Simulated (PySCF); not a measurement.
Harmonic spectrum computed at PBE0 in the def2-SVP basis family (core potentials from Rb on, PySCF, no spin–orbit coupling):

```tsv
symmetry	ω (cm⁻¹)	IR (km/mol, summed over degenerate members)
e	139	61.3
a	215	49.0
e	290	153
a	391	99.4
e	614	223
a	636	57.0
e	836	161
a	864	6.6
a	3844	118
e	3845	99.1
```

Q: Which molecule gave it? In each, all ligands are bound to the one heavy central atom.
A. Bi(OH)₃ (singlet)
B. Sb(OH)₃ (singlet)
C. As(OH)₃ (singlet)
D. Ge(OH)₃ (doublet)

A: B. It has C3 symmetry with O–H 0.968 Å (×3), Sb–O 1.985 Å (×3).
